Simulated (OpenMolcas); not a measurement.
**CHClFGeN (SMILES N#[C][GeH]([F])[Cl]): methods side by side**

CHClFGeN has 6 atoms, charge 0, and is taken as a singlet. SMILES: `N#[C][GeH]([F])[Cl]`. Geometry: relaxed at PBE0-D4/def2-TZVP.

```xyz
6

N    -1.0369   -2.3070    0.0307
C    -0.5440   -1.2673    0.0401
Ge    0.2371    0.4779    0.1077
F     1.8960    0.2538   -0.2766
Cl   -0.6276    1.6481   -1.4239
H     0.1173    1.1304    1.4758
```

Each level gives the HOMO–LUMO gap (eV). The values are calculated.

```
         level           kind     program  value (eV)
    HF/cc-pVDZ   Hartree–Fock  OpenMolcas       15.65
 SVWN5/cc-pVDZ            LDA  OpenMolcas        6.01
  BLYP/cc-pVDZ            GGA  OpenMolcas        6.15
 M06-L/cc-pVDZ       meta-GGA  OpenMolcas        6.85
  TPSS/cc-pVDZ       meta-GGA  OpenMolcas        6.44
r2SCAN/cc-pVDZ       meta-GGA  OpenMolcas        6.75
 B3LYP/cc-pVDZ  global hybrid  OpenMolcas        8.08
B2PLYP/cc-pVDZ  double hybrid  OpenMolcas       11.22
```

All-electron rows without a relativistic Hamiltonian named are non-relativistic. The values span 6.01 to 15.65 eV. Orbital gaps aren't excitation energies, and those of double hybrids come from the SCF part alone; they tend to grow with the share of exact exchange.
